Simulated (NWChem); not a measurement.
Species: MgHOCl; SMILES [Cl][Mg][OH]

```xyz
4

Mg     0.0102     0.5349    -0.0020
Cl    -0.0050    -1.6419     0.0006
O     -0.0268     2.2854     0.0011
H      0.1774     3.2098     0.0060
```
Atoms are numbered in this order, from 1.

All runs: NWChem. Pople sets run with spherical d functions. The geometry was optimised at PBE0-D3(BJ)/def2-TZVP.

For level TPSS/STO-3G:

```
Property                     Value
---------------------------  -----
highest occupied level (eV)  -0.50
orbital gap (eV)              4.30
dipole (D)                    3.60
```

### Question
How do the values read with level TPSS/6-311++G** instead?

### Answer
| Item | Result |
|---|---|
| highest occupied level (eV) | -6.81 |
| orbital gap (eV) | 4.87 |
| dipole (D) | 2.09 |
